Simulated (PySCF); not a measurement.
Core-level binding energies of TiEt2Cl2

Compound: TiEt2Cl2, C4H10Cl2Ti (singlet state).
Bonds: Ti1–C2, Ti1–C9, Ti1–Cl16, Ti1–Cl17, C2–C3, C9–C10. Hydrogens: H4, H5 on C2; H6, H7, H8 on C3; H11, H12 on C9; H13, H14, H15 on C10.

Theory: PySCF, delta-SCF UKS SCAN, pcX-2 on the ionised atom (unc-x2c-TZVPall on a metal), pcseg-1 elsewhere, spin-free X2C. Each binding energy is the total energy of the core-ionised species, with the hole localised on one atom, minus that of the ground state; both are solved self-consistently, so orbital relaxation is included.

Question: What binding energy does each computed site have?

Answer: 
| atom(s) | environment | level | binding energy (eV) | 2p1/2 (eV) | above the level's lowest (eV) | count |
| --- | --- | --- | --- | --- | --- | --- |
| Cl16/Cl17 | chlorine bonded to Ti | Cl 2p3/2 | 205.25 | 206.90 | 0.00 | 2 |
| C2/C9 | carbon bonded to C, Ti and 2 H | C 1s | 289.76 | – | 0.00 | 2 |
| C3/C10 | carbon bonded to C and 3 H | C 1s | 290.75 | – | +0.99 | 2 |
| Ti1 | titanium bonded to 2 C and 2 Cl | Ti 2p3/2 | 462.29 | 468.01 | 0.00 | 1 |
| Cl16/Cl17 | chlorine bonded to Ti | Cl 1s | 2827.82 | – | 0.00 | 2 |

The listed C 1s values span 0.99 eV, from C2/C9 (bonded to C, 2 H and Ti) to C3/C10 (bonded to C and 3 H).

Question: Which effective nuclear charge Zeff reproduces each element's mean 1s value in the hydrogen-like formula E = 13.606 eV × Zeff²?

Answer: C (Z = 6): mean 290.3 eV, Zeff = 4.62, Z − Zeff = 1.38; Cl (Z = 17): mean 2827.8 eV, Zeff = 14.42, Z − Zeff = 2.58. Means run over the listed sites, weighted by atom count.

Question: Which photon energy gives electrons from Cl 1s of Cl16/Cl17 a kinetic energy of 20 eV, and what is their de Broglie wavelength?

Answer: hν = 2827.82 + 20 = 2847.82 eV, recoil neglected; λ = 12.264 Å/√(E/eV) = 2.74 Å.

Topologically equivalent atoms share the value of their first member; where this conformer doesn't relate them by symmetry, their own values could differ. Spin contamination (⟨S²⟩ against 0.75 for a pure doublet) is marked for Ti 2p3/2 of Ti1 (0.96), which makes this value less certain. For 2p shells one spin-free hole was relaxed; a mean-field spin–orbit operator and the ground-state splitting of the three 2p orbitals were then diagonalised within the shell. The shell's mean is (2 × 2p3/2 + 2p1/2)/3, and the degeneracies 2j + 1 give areas of 2:1. 2p1/2 minus 2p3/2 (ligand field included): Ti 5.72 eV, Cl 1.65 eV. Satellites of the metal's 2p lines aren't described. Geometry: PBE0-D3(BJ)/def2-SVP; no solvent, vibrations or thermal averaging. Metal 2p energies of this one-determinant scheme are less reliable than its 1s energies.

On one thread of an Intel Xeon at 2.50 GHz, no GPU, shared host with 64 logical CPUs at a one-minute load of 57, this took 6.0 min and 0.90 GiB of memory at its peak.
